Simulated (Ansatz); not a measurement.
Geometry optimisation, RKS PBE-D4/def2-SVP (Ansatz).

Input file:

```yaml
crystal:
  periodic: [false, false, false]
  atoms:
    - { symbol: Si, position_ang: [0.0, 0.0, 0.0] }
    - { symbol: H, position_ang: [0.0, 0.0, 1.46] }
    - { symbol: Cl, position_ang: [2.0086, 0.0, -0.7093] }
    - { symbol: O, position_ang: [-0.7913, 1.3709, -0.5594] }
    - { symbol: C, position_ang: [-2.1512, 1.4177, -0.9653] }
    - { symbol: H, position_ang: [-2.7687, 0.8215, -0.2614] }
    - { symbol: H, position_ang: [-2.5023, 2.4707, -0.9639] }
    - { symbol: H, position_ang: [-2.2473, 0.9975, -1.9882] }
    - { symbol: H, position_ang: [-0.6877, -1.1914, -0.4862] }
basis:
  gaussian: { orbitals: def2-SVP }
hamiltonian:
  xc: pbe
  dispersion: d4
relax:
  f_tol: 0.02
  max_steps: 40
```

Launched with:

```bash
$ ansatz run input.yaml --threads 2 --pin off --max-ram 3072MiB --backend cpu --events-out ev --progress --plain --runs-dir out
```

Problem. Where does it end, and by what steps?

Solution. The run converged. The force dipped under the threshold on the way, but the program's further checks kept it going. After 21 steps the energy has fallen by 0.233 eV; Cl3 moved furthest, 1.03 Å.

```csv
step,energy less start (eV),largest force component (eV/Å),accepted
0,0.0000,0.935,yes
1,-0.0900,0.341,yes
2,-0.0985,0.091,yes
3,-0.1006,0.072,yes
4,-0.1201,0.169,yes
5,-0.1275,0.544,yes
6,-0.1754,0.248,yes
7,-0.1894,0.340,yes
8,-0.1955,0.278,yes
9,-0.2061,0.165,yes
10,-0.2195,0.119,yes
11,-0.2083,0.529,no
12,-0.2245,0.093,yes
13,-0.2264,0.197,yes
14,-0.2287,0.074,yes
15,-0.2310,0.017,yes
16,-0.2303,0.183,no
17,-0.2320,0.030,yes
18,-0.2317,0.094,no
19,-0.2324,0.020,yes
20,-0.2325,0.027,yes
21,-0.2326,0.020,yes
```

```xyz
9
Properties=species:S:1:pos:R:3
Si -0.114 -0.060 0.188
H 0.627 0.112 1.472
Cl 1.241 -0.056 -1.398
O -1.150 1.239 0.079
C -2.035 1.451 -1.011
H -2.755 0.609 -1.132
H -2.613 2.377 -0.815
H -1.482 1.578 -1.968
H -0.859 -1.363 0.112
```

Whether the end is a true minimum wasn't checked by a vibrational analysis.

The run took 29 s on 2 threads of Arm Neoverse V2 (shared host), peak memory 0.15 GiB.
